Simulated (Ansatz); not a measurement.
`[SiH3][Sn]([SiH3])([Cl])[Cl]` + `O[SiH2][SeH]` → `O[SiH2][Se][SiH3]` + `[SiH3][SnH]([Cl])[Cl]`  (cleavage of the Si–Sn bond)

Gas-phase electronic energies from Ansatz, PBE0-D4/def2-TZVP geometries. CBS: MP2 limit from def2 TZ/QZ plus the TZ coupled-cluster correction, frozen cores. DFT in def2-TZVPP. def2 core potentials past Kr. For Se, Sn outer-core shells are correlated without core-valence functions, which leaves a few kJ/mol of doubt a bond. Scalar relativity is left out up to krypton. One conformer a species, not always the lowest.

| level | ΔE (kJ/mol) |
| --- | --- |
| PBE0-D4 | -25.1 |
| CCSD/def2-TZVPP | -28.5 |
| MP2/def2-QZVPP | -32.2 |
| MP2/CBS(def2) | -32.3 |

What does CCSD(T)/CBS give? (Best estimate.)

The calculation gave: -28.8 kJ/mol. The listed levels differ from it by 3.7, 0.3, -3.4, -3.5 kJ/mol.

Largest T1 diagnostic among the species: 0.012.

In def2-TZVPP, CCSD(T) changes the Hartree–Fock value by +6.6 kJ/mol (the triples alone add +0.3 kJ/mol) and MP2 by +3.1 kJ/mol. From PBE to PBE0 (25 % exact exchange), in def2-TZVPP and without D4, ΔE moves by −5.4 kJ/mol.

CCSD(T)/CBS has its own doubt, a few kJ/mol and more with outer-core shells, so smaller differences from it don't rank the levels.
